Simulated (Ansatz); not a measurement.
One change: `O=CB[SiH2]F` becomes `F[SiH2][BH][SnH3]`.

Ansatz, PBE0-D4/def2-TZVP geometries, multiplicity 1. Each molecule was computed in one conformer, which needn't be the lowest.

Elements past krypton have def2 core potentials.

| property | `O=CB[SiH2]F` |
| --- | --- |
| ideal-gas entropy at 298 K and 1 bar (rigid rotor, harmonic PBE0-D4/def2-TZVP) / J/(mol·K) | 346 |
| HOMO–LUMO gap (ωB97M-V/def2-TZVPP) / eV | 10.79 |
| HOMO–LUMO gap (PBE/def2-TZVPP) / eV | 3.76 |
| HOMO energy (PBE/def2-TZVPP) / eV | -6.83 |
| zero-point energy (PBE0-D4/def2-TZVP) / kJ/mol | 132.8 |
| size of the dipole moment (PBE/def2-TZVPP) / D | 2.02 |

Q: What does the change do to each property? (An estimate is asked.)

A: Computed: 
| property | `F[SiH2][BH][SnH3]` | shift |
| --- | --- | --- |
| ideal-gas entropy at 298 K and 1 bar (rigid rotor, harmonic PBE0-D4/def2-TZVP) / J/(mol·K) | 387 | 41 |
| HOMO–LUMO gap (ωB97M-V/def2-TZVPP) / eV | 8.74 | -2.05 |
| HOMO–LUMO gap (PBE/def2-TZVPP) / eV | 2.66 | -1.10 |
| HOMO energy (PBE/def2-TZVPP) / eV | -6.72 | 0.11 |
| zero-point energy (PBE0-D4/def2-TZVP) / kJ/mol | 135.2 | 2.4 |
| size of the dipole moment (PBE/def2-TZVPP) / D | 1.47 | -0.55 |

With PBE0 the HOMO rises by 0.33 eV and the LUMO falls by 1.22 eV, so the gap narrows by about 1.55 eV. PBE moves the HOMO by 0.11 eV and ωB97M-V by 0.51 eV. The zero-point energy changes by 2.4 kJ/mol with +3 modes. Dipoles are sizes alone; their direction can turn. Modes under 60 cm⁻¹, often nearly free rotors, make the harmonic entropy too high.
